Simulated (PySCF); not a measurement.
Computed shifts of a molecule C₅H₄O₂, PBE/pcSseg-1 run with PySCF, GIAO, gas phase, equivalent atoms averaged, in ppm (number of nuclei): ¹³C: 206.7 (1), 190.8 (1), 150.3 (1), 98.4 (1), 94.7 (1). ¹H: 6.35 (2), 5.33 (2). References: ¹³C against TMS (σ = 182.0 ppm); ¹⁷O against H2O (σ = 334.3 ppm); ¹H against TMS (σ = 31.49 ppm), references at their B3LYP-D3(BJ)/def2-TZVP geometries, non-relativistic. The structure is a stationary point at PBE0-D3(BJ)/def2-SVP. One conformer was computed; it need not be the lowest.

Question: Pick the molecule that these values belong to.
A) C=C=C1OC=CO1
B) C#CC=C1OCO1
C) C=C1OC=CC1=O
D) C=C=C1OCC1=O

Answer: D, C=C=C1OCC1=O
